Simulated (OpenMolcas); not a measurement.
# Nb3+: ligand-field states by method

Nb3+ with 4 ligands (bromide) in tetrahedral coordination (Td) at 2.58 Å. A charge of +0.25 e stands 3.2 Å behind each ligand. Ligand basis ANO-RCC-VDZP.

```
Program             : OpenMolcas
Basis               : ANO-RCC-VDZP [6s5p3d1f]
Scalar Hamiltonian  : DKH2, point nucleus
Active space        : 2 electrons in 5 orbitals (4d)
State averaging     : 2S+1 = 3 even, 10 roots; 2S+1 = 1 even, 15 roots
Spin-orbit coupling : state interaction with AMFI integrals over the reference wave functions
```

I. CASSCF
II. SS-CASPT2, IPEA 0.25 Eh, imaginary shift 0.1 Eh (closed shells correlated: 4s 4p and the ligand valence shells)

Spin-free states (labels of Td) in cm-1, each column counted from its own energy of the first state listed:

| State | Degeneracy | I | II |
| --- | --- | --- | --- |
| 3A2 | 1 | 0 | 0 |
| 3T2 | 3 | 6491 | 6410 |
| 1E | 2 | 9600 | 6570 |
| 3T1 | 3 | 10498 | 10120 |
| 1T2 | 3 | 15550 | 12150 |
| 1A1 | 1 | 15742 | 12110 |
| 3T1 | 3 | 17326 | 15560 |
| 1T1 | 3 | 17794 | 14430 |
| 1E | 2 | 21691 | 19740 |
| 1T2 | 3 | 23505 | 20940 |
| 1A1 | 1 | 37829 | 30510 |

From I to II, I's first state of the same spin (3T2) moves from 6491 to 6410 cm-1, by about -85 cm-1.

From I to II, I's first state of another spin (1E) moves from 9600 to 6570 cm-1, by about -3000 cm-1.

χT at 300 K: I 0.83, II 0.82 cm3 K/mol.

Roots that are degenerate in the reference are averaged as groups; the widest CASPT2 spread within a group is 400 cm-1 (the 3-fold group of multiplicity 3 near 10100 cm-1 above the lowest state of its run, II). Shifts and gaps below about the spread of the groups concerned are not significant. Over all roots computed the reference weight is 0.73 to 0.75 in II; a low but even weight reflects the number of correlated electrons. The least metal-like active orbital is 80 % on the metal (Löwdin) and no ligand orbital is active, so the numbers are rough. Ligand-to-metal charge-transfer states are missing. With no ligand orbital active B as a rule stays too high, so bands that hang on it stand too high and its fall with covalency is understated. Without dynamic correlation the repulsion within the d shell is too large (B by tens of per cent), so at a given field states of lower spin stand too high (holds for I). With metal d orbitals alone the field can be off either way by tens of per cent (holds for I). These CASPT2 states fit no ligand-field parameters well, so their order and spin gaps are uncertain (holds for II). With one d shell and no ligand orbital active, 10Dq can be off by a tenth or more (holds for II). The distance lies 3 % over the 2.5 Å that this model takes as the normal distance (a Shannon-type radius plus a fixed donor radius); by an R⁻⁵ law this alone changes a d-shell field by about -15 %. No measured value stands beside these numbers; the geometry is a model, was not optimised and need not be the one that this ion takes.
